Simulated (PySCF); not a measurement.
Checking a proposed structure

A compound C10H9FO gives the data below (simulated from a calculation) and was assigned the structure `C=Cc1c(C)cccc1C(=O)F`.

13C{1H} NMR (computed): δ 165.8 (C), 164.6 (CH), 144.2 (C), 138.4 (C), 134.8 (CH, 2C), 133.8 (CH, 2C), 133.6 (CH), 21.0 (CH3).

1H NMR (300 MHz, computed): δ 7.67 (m, 2H), 7.65 (m, 1H), 7.53 (m, 2H), 7.23 (m, 1H), 2.60 (d, 3H).

Method: structure optimised with GFN2-xTB, GIAO PBE0/pcSseg-1 shieldings, in PySCF 2.14.0 with density-fitted response routines (a single conformation, rapidly exchanging positions averaged, non-relativistic Hamiltonian, gas phase).

δ = σ(ref) − σ, references computed at the same level: 1H (31.72 ppm) and 13C (186.93 ppm) against TMS.

**Question.** Compare with the shifts computed for the proposed structure, pairing carbons in order of shift.

**Answer.** Mapped SMILES: `[CH2:1]=[CH:2][c:3]1[c:4]([CH3:5])[cH:6][cH:7][cH:8][c:9]1[C:10](=[O:11])[F:12]`; H(Xn) means a hydrogen on atom n.

| atom | computed for proposal | given list | difference |
| --- | --- | --- | --- |
| C10 | 166.7 | 165.8 | +0.9 |
| C3 | 152.1 | 164.6 | -12.5 |
| C2 | 143.2 | 144.2 | -1.0 |
| C4 | 143.1 | 138.4 | +4.7 |
| C6 | 140.5 | 134.8 | +5.7 |
| C8 | 137.0 | 134.8 | +2.2 |
| C7 | 132.5 | 133.8 | -1.3 |
| C1 | 130.7 | 133.8 | -3.1 |
| C9 | 128.7 | 133.6 | -4.9 |
| C5 | 23.2 | 21.0 | +2.2 |

The rms difference is 5.1 ppm and the largest -12.5 ppm at C3 (substituted aromatic carbon). The proposal also would give 10 carbon signals, not 8. The carbon types in order of shift don't match either: C, C, CH, C, CH, CH, CH, CH2, C, CH3 for the proposal against C, CH, C, C, CH, CH, CH, CH, CH, CH3 in the data. The proposal doesn't fit.

**Question.** Which isomer fits?

**Answer.** `C/C=C(\C(=O)F)c1ccccc1`.

1. Carbon types of the structure: 3 × C, 6 × CH, 1 × CH3, which accounts for all hydrogens.
2. δC 164.6: β carbon of a C=C–C=O unit; conjugation with the carbonyl draws π density from the β position.
3. δC 144.2: substituted aromatic carbon.
4. δC 138.4: α carbon of a C=C–C=O unit; as expected for a trigonal carbon in a double bond.
5. δC 134.8, 133.8, 133.6: aromatic CH; the aromatic region.

This is the structure that produced the data.

Splittings by 19F in the carbon and heteronuclear signals aren't shown, as no couplings were computed. Shifts are as computed. Against solution values, carbons near 30 ppm lie about +3 ppm off and those near 130 ppm about +5 ppm. Of 1211 compounds with measured shifts, 218 miss one by over three times the rms of a fit or turn the order of signals round; such compounds aren't used in these exercises. Multiplicities follow the n + 1 count of equivalent neighbours, as no J values were calculated; m marks all less simple cases, F and P coupling included.
